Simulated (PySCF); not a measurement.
The dipole of `[C@H]1(C)P(C(C)(C)C)[C@@H]1C` from its density and from atomic charges.

Coordinates (GFN2-xTB, Å) and charges (e) from the PBE0/pcSseg-1 density (PySCF):

| atom | x | y | z | Mulliken | IAO | Hirshfeld | ESP-fitted |
| --- | --- | --- | --- | --- | --- | --- | --- |
| C1 | -1.953 | 1.388 | 0.485 | -0.1946 | -0.4092 | -0.1158 | -0.5778 |
| C2 | -1.644 | 0.390 | -0.602 | -0.4066 | -0.2614 | -0.0688 | +0.0938 |
| C3 | -1.351 | -1.051 | -0.287 | -0.4427 | -0.2536 | -0.0692 | +0.2163 |
| C4 | -2.118 | -2.139 | -0.999 | -0.1558 | -0.4119 | -0.1212 | -0.5685 |
| P5 | 0.026 | -0.188 | -1.191 | +0.4174 | +0.3190 | +0.1038 | -0.4964 |
| C6 | 1.357 | 0.241 | 0.117 | -0.7420 | -0.0972 | -0.0090 | +0.8983 |
| C7 | 2.630 | -0.366 | -0.487 | -0.1699 | -0.4147 | -0.1257 | -0.6472 |
| C8 | 1.159 | -0.343 | 1.512 | -0.1574 | -0.4091 | -0.1210 | -0.5615 |
| C9 | 1.518 | 1.759 | 0.181 | -0.1513 | -0.4123 | -0.1242 | -0.5944 |
| H10 | -1.360 | 1.210 | 1.377 | +0.1107 | +0.1334 | +0.0387 | +0.1424 |
| H11 | -1.774 | 2.405 | 0.140 | +0.1248 | +0.1440 | +0.0419 | +0.1685 |
| H12 | -3.005 | 1.305 | 0.760 | +0.1230 | +0.1445 | +0.0419 | +0.1407 |
| H13 | -2.301 | 0.522 | -1.462 | +0.1374 | +0.1455 | +0.0393 | +0.1010 |
| H14 | -1.174 | -1.268 | 0.761 | +0.1372 | +0.1387 | +0.0411 | +0.0462 |
| H15 | -2.237 | -1.897 | -2.053 | +0.1068 | +0.1412 | +0.0394 | +0.1675 |
| H16 | -1.599 | -3.093 | -0.923 | +0.1157 | +0.1439 | +0.0401 | +0.1559 |
| H17 | -3.109 | -2.251 | -0.557 | +0.1134 | +0.1386 | +0.0385 | +0.1230 |
| H18 | 2.537 | -1.448 | -0.565 | +0.1176 | +0.1381 | +0.0357 | +0.1590 |
| H19 | 3.496 | -0.138 | 0.133 | +0.1097 | +0.1333 | +0.0387 | +0.1343 |
| H20 | 2.807 | 0.033 | -1.485 | +0.1216 | +0.1406 | +0.0344 | +0.1535 |
| H21 | 2.036 | -0.121 | 2.119 | +0.1136 | +0.1359 | +0.0388 | +0.1126 |
| H22 | 1.048 | -1.425 | 1.467 | +0.1195 | +0.1375 | +0.0377 | +0.1117 |
| H23 | 0.294 | 0.079 | 2.017 | +0.1142 | +0.1286 | +0.0356 | +0.1242 |
| H24 | 2.412 | 2.019 | 0.748 | +0.1075 | +0.1327 | +0.0376 | +0.1145 |
| H25 | 1.620 | 2.169 | -0.823 | +0.1143 | +0.1383 | +0.0358 | +0.1529 |
| H26 | 0.663 | 2.231 | 0.657 | +0.1158 | +0.1358 | +0.0360 | +0.1293 |

Problem. Form Σ q r in debye for every column and set it beside the full dipole.

Solution. The full density gives (-0.38, 0.18, 1.40) D, 1.46 D in size; dipole vectors point from the negative to the positive end.

```json
{"scheme": "Mulliken", "μx": "0.29", "μy": "0.03", "μz": "-0.38", "size (D)": "0.48", "share of the full size (%)": "33", "angle to the full dipole (°)": "155"}
{"scheme": "IAO", "μx": "0.42", "μy": "-0.06", "μz": "-0.85", "size (D)": "0.96", "share of the full size (%)": "66", "angle to the full dipole (°)": "168"}
{"scheme": "Hirshfeld", "μx": "-0.09", "μy": "0.00", "μz": "-0.25", "size (D)": "0.26", "share of the full size (%)": "18", "angle to the full dipole (°)": "144"}
{"scheme": "ESP-fitted", "μx": "-0.36", "μy": "0.19", "μz": "1.35", "size (D)": "1.41", "share of the full size (%)": "97", "angle to the full dipole (°)": "1"}
```

Problem. Which set comes closest?

Solution. Length of the difference vector: ESP-fitted 0.05 D, Hirshfeld 1.68 D, Mulliken 1.91 D, IAO 2.40 D. Closest: ESP-fitted. The schemes that divide the density aren't constrained to reproduce the dipole.

Problem. What is left for the Hirshfeld atoms' own dipoles?

Solution. The Hirshfeld atoms' densities add up to the full density, so μ = Σ q r + Σ (atomic dipoles). The atomic dipoles sum to (-0.38, 0.18, 1.40) − (-0.09, 0.00, -0.25) = (-0.29, 0.18, 1.65) D, 1.68 D in size.

Problem. With the origin at the mean of the coordinates, (-0.001, 0.001, 0.040) Å, which are the largest single terms, by size, of the Mulliken dipole along the direction of the full one?

Solution. P5 -2.43, H20 -1.28, C1 -1.03, C7 +1.01, H23 +1.00 D; all 26 atoms together -0.44 D. The single terms depend on the origin, their sum doesn't.

Problem. Give the size of the full dipole in other units.

Solution. 1.46 D = 0.574 au = 0.304 e·Å = 4.86 × 10⁻³⁰ C·m.

Isolated species at its GFN2-xTB geometry, gas phase.

These values come from a run that also computed NMR shieldings. The run took about 2.8 min of CPU time (one thread, shared machine).

Shape of the structure used: `[CH3:1][C@@H:2]1[C@@H:3]([CH3:4])[P:5]1[C:6]([CH3:7])([CH3:8])[CH3:9]`: C3–P5–C6–C7 127°.
